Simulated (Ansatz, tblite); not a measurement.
Cost and result up the ladder for Ge₅PH₁₂⁺, a doped cluster cut from the lattice of germanium (P on a surface site) (18 atoms). Charge 1, multiplicity 1. Geometry: PBE0-D4/def2-SVP.

```tsv
atom	x (Å)	y (Å)	z (Å)
Ge1	2.114	-0.539	0.807
Ge2	-1.542	-1.769	0.002
Ge3	-0.220	1.489	-1.773
P4	1.426	1.552	-0.069
Ge5	-2.170	0.458	-0.739
Ge6	0.103	-1.520	1.774
H7	3.253	-0.135	1.752
H8	2.645	-1.208	-0.469
H9	-2.775	-2.511	0.535
H10	-0.903	-2.527	-1.172
H11	-0.311	2.964	-2.189
H12	0.512	0.646	-2.827
H13	0.943	2.351	0.995
H14	2.552	2.294	-0.504
H15	-2.549	1.371	0.438
H16	-3.265	0.466	-1.815
H17	-0.362	-0.532	2.856
H18	0.548	-2.849	2.398
```

Ansatz on 4 threads of Arm Neoverse V2 on a shared host; xTB runs through tblite on one thread. Times are rough, summed over both states, and most runs start from the orbitals of an earlier one. PBE0-D4/def2-SVP serves as the yardstick here, not as an exact answer. The other state is a doublet.

The xTB rows come from tblite. HOMO above LUMO, or a gap near zero within one spin, warns that the state may not be the lowest or that an electron is smeared out.

Raw xTB energies of ions are shifted by several eV.

| level | functions | wall time |
| --- | --- | --- |
| GFN2-xTB | 66 | 0.029 s |
| GFN1-xTB | 78 | 0.039 s |
| PBE-D4/def2-SVP | 238 | 20 s |
| PBE0-D4/def2-SVP | 238 | 48 s |

Task: Estimate what each level gives for the vertical IE (eV).

Result: 
```
           level  vertical IE (eV)  difference from PBE0-D4/def2-SVP (eV)                                     remarks
        GFN2-xTB             16.49                                   3.33                                           –
        GFN1-xTB             16.95                                   3.79                                           –
 PBE-D4/def2-SVP             12.90                                  -0.26  gap within one spin near zero (+2 doublet)
PBE0-D4/def2-SVP             13.16                                   0.00                                           –
```
